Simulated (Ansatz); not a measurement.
Harmonic frequencies (cm⁻¹) at PBE0-D4/def2-TZVP from Ansatz: 150, 174, 495, 561, 642, 694, 758, 2151, 2698.

Each molecule was computed in one conformer, which needn't be the lowest.

Problem. Which molecule is it?
A. `OB(O)[Se]`•
B. `CS[S]`•
C. `F[Si](F)Cl`•
D. `S[SiH]Cl`•

Solution. D.
